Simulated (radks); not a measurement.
Values are calculated unless marked as measured or tabulated.
Neutral palladium inside a hard spherical wall (all orbitals vanish at R), configuration held at [Kr] 4d10 and not refilled when levels cross. Code: a radial shooting solver on a logarithmic mesh with Libxc functionals. Model: scalar-relativistic Kohn-Sham, PBEsol, spin-unpolarised, spherical densities, point nucleus. Eigenvalues in eV, with the zero of energy where the potential of the charges vanishes at infinity; a dash marks a level that is unbound or too diffuse for the functional's potential to be trusted. A positive occupied level is held by the wall or, in an anion where self-interaction has pushed it up, behind a barrier. The pressure on the wall is -dE/dV.

| R (bohr) | E (hartree) | kinetic (hartree) | e(3d) | e(4s) | e(4p) | e(4d) | e(5s, empty) | e(5p, empty) | pressure (GPa) |
|---|---|---|---|---|---|---|---|---|---|
| free | -5043.43224 | 5230.927 | -325.50 | -85.248 | -51.141 | -4.051 | -3.297 | - | 0 |
| 20 | -5043.43224 | 5230.927 | -325.50 | -85.248 | -51.141 | -4.051 | -3.297 | - | < 0.0001 |
| 15 | -5043.43224 | 5230.927 | -325.50 | -85.248 | -51.141 | -4.050 | -3.297 | -0.183 | < 0.0001 |
| 8 | -5043.43112 | 5230.937 | -325.39 | -85.145 | -51.039 | -3.958 | -3.140 | 0.670 | 0.0491 |
| 7 | -5043.42848 | 5230.955 | -325.22 | -84.980 | -50.878 | -3.813 | -2.902 | 1.301 | 0.220 |
| 3.5 | -5042.98672 | 5232.961 | -316.40 | -77.148 | -43.363 | 3.398 | 10.112 | 20.183 | 138 |
| 2.5 | -5040.69968 | 5242.260 | -295.37 | -61.028 | -27.756 | 20.871 | 48.927 | 67.311 | 2130 |
| 2 | -5034.88542 | 5264.997 | -263.26 | -38.383 | -4.275 | 48.959 | 118.28 | 144.58 | 12500 |
| 1.5 | -5009.36381 | 5352.732 | -181.69 | 27.138 | 67.073 | 132.19 | 330.53 | 366.82 | 108000 |
